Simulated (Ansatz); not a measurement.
```yaml
crystal:
  periodic: [false, false, false]
  atoms:
    - {symbol: F, position_ang: [-0.270622, -2.003254, 0.282571]}
    - {symbol: B, position_ang: [-0.312655, -0.783812, -0.009061]}
    - {symbol: C, position_ang: [0.370274, 0.505105, 0.075015]}
    - {symbol: S, position_ang: [-1.241229, 0.383648, -0.767393]}
    - {symbol: H, position_ang: [1.154142, 0.752083, -0.567105]}
    - {symbol: H, position_ang: [0.340411, 1.084791, 0.941525]}
basis:
  gaussian: {orbitals: def2-mTZVPP, final_grid: {core_spheres: 1, valence_spheres: 1, degree: 5}}
hamiltonian: {xc: {name: PBE}}
accuracy: high
output: {forces: true}
```

```sh
$ ansatz run in.yaml --threads 2 --pin off --events-out ev --progress --plain --max-ram 4352MiB
```

Output, abridged:

```
Functional definition: PBE
1983 factors; integrals over basis functions are off by at most 3.7e-9 eV
mean field evaluation 1: about -15280.9159 eV, gradient 6.8e1 eV
mean field evaluation 2: about -15256.5121 eV, gradient 1.1e2 eV
mean field evaluation 4: about -15290.8097 eV, gradient 1.2e1 eV
mean field evaluation 8: about -15274.7049 eV, gradient 1.7e2 eV
mean field evaluation 16: about -15283.9730 eV, gradient 4.4e-3 eV
mean field -15283.97296667 eV, -561.6756466760 hartree, gradient 6.4e-8 eV, S^2 0.000000; 0 other end points of the search recorded, 0 dependent functions left out
reference -15283.97298203 eV, -561.6756472407 hartree; 19, 19 occupied and 80, 80 virtual orbitals, 1983 factors
Total energy: -15283.97298203 eV, -561.6756472407 hartree
Atom 0 at    -0.270622    -2.003254     0.282571 Å, force     1.158271    10.642284    -1.722618 eV/Å
Atom 1 at    -0.312655    -0.783812    -0.009061 Å, force    -2.143706    11.356921    -3.660988 eV/Å
Atom 2 at     0.370274     0.505105     0.075015 Å, force   -10.889657    -9.116391    -3.862282 eV/Å
Atom 3 at    -1.241229     0.383648    -0.767393 Å, force    14.387877    -8.300231     9.590939 eV/Å
Atom 4 at     1.154142     0.752083    -0.567105 Å, force    -2.919491    -1.611374     2.910746 eV/Å
Atom 5 at     0.340411     1.084791     0.941525 Å, force     0.406706    -2.971209    -3.255797 eV/Å
Dipole moment:     0.119919     0.163481     0.028627 e Å
```

Problem. What is wrong with this run?

Solution. The integration grid is far too coarse. The calculation finished and met its thresholds. The result belongs to that input, not to the molecule as meant.
